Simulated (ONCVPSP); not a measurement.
## platinum, ONCV: configuration errors across variants

| Property | Result |
| --- | --- |
| Element | platinum (Pt) |
| Generator | ONCVPSP 4.0.1 |
| Type | optimised norm-conserving Vanderbilt (ONCV) |
| Functional | PBE |
| Relativity | scalar-relativistic |
| Frozen core | [Kr] 4d10 4f14 |
| Valence charge | 18 |
| Reference configuration | 5s2 5p6 5d9 6s1 |
| Partial waves | 5s+6s: rc 1.85 bohr, ncon 4, nbas 7, qcut 6.7 1/bohr, 3 projectors, debl 2.9 Ha; 5p: rc 1.05 bohr, ncon 4, nbas 7, qcut 7.8 1/bohr, 3 projectors, debl 3.3 Ha; 5d: rc 1.75 bohr, ncon 3, nbas 8, qcut 8.3 1/bohr, 2 projectors, debl 2.8 Ha |
| Local potential | polynomial inside 0.65 bohr (lpopt 5, dvloc0 1 Ha) |
| Core correction | Teter function, fcfact 4.25, rcfact 1.6 |

All-electron excitation energies from the reference (eV): (1) 5s2 5p6 5d9 6s0 9.194; (2) 5s2 5p6 5d8 6s0 29.160; (3) 5s2 5p6 5d7 6s0 61.377; (4) 5s2 5p5 5d9 6s1 62.151.

A true bound ghost makes a file unfit for plane-wave use even where its test errors are small: the radial tests pick states by their node count and pass the ghost by.

Errors AE − PS in meV (a dash: test not solved or not reliable):

| change | (1) | (2) | (3) | (4) | bound ghosts | GHOST(+) flags above zero |
| --- | --- | --- | --- | --- | --- | --- |
| base | -8.7 | -11 | -30 | -91 | s, p | p, d |
| s: rc 1.34 | -6.3 | -9.1 | -29 | -94 | s, p | p, d |
| s: rc 1.7 | -8.1 | -11 | -30 | -92 | s, p | p, d |
| s: rc 2.04 | -9.2 | -11 | -30 | -91 | s, p | p, d |
| s: rc 2.22 | -9.5 | -12 | -31 | -91 | s, p | p, d |
| s: rc 2.38 | -9.7 | -13 | -33 | -90 | s, p | p, d |
| s: rc 2.66 | -9.8 | -15 | -38 | -89 | s, p | p, d |

(1) Give the same row for: s: rc 1.48.

## Answers

(1) -7.0, -9.9, -30, -93; bound ghosts: s, p; GHOST(+) flags above zero: p, d.
